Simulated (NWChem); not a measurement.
**Ionisation of C5H5**

```xyz
10

C      1.0352     0.6898     0.0000
C      1.1091    -0.6578     0.0000
C     -0.2896    -1.1454     0.0000
C     -1.1558    -0.0918     0.0000
C     -0.3662     1.2017     0.0000
H      2.0039    -1.2952     0.0000
H     -0.5677    -2.2104     0.0000
H     -2.2539    -0.1397     0.0000
H     -0.5893     1.8333     0.8896
H     -0.5893     1.8333    -0.8896
```
Charge 0, spin multiplicity 2.

Everything below was run with NWChem. Structure: optimised with UPBE/def2-SVP, a minimum by its harmonic frequencies. It is one conformer; others weren't searched.

Basis set: def2-TZVP. The species with one electron less has spin multiplicity 3 and keeps the geometry of the parent. Δ marks differences of total energies (open shells unrestricted). −ε marks an orbital energy of the parent. That orbital need not have the symmetry of the hole or added electron in the Δ rows.

B3LYP has NWChem's definition, with VWN1-RPA local correlation. The structure started from a generated list of species. The unpaired electrons of the parent sit in orbitals of symmetry a' (Cs labels of the run); other states weren't searched. No SCF solution was tested for a lower state.

**Question.** For the first vertical ionisation energy, ΔTPSS gives 8.30 eV and −ε(beta HOMO) of B3LYP gives 6.11 eV. What do ΔPBE, ΔB3LYP, G0W0@LDA (SVWN5) give?

**Answer.** ΔPBE: 8.44 eV; ΔB3LYP: 8.43 eV; G0W0@LDA (SVWN5): 8.16 eV.
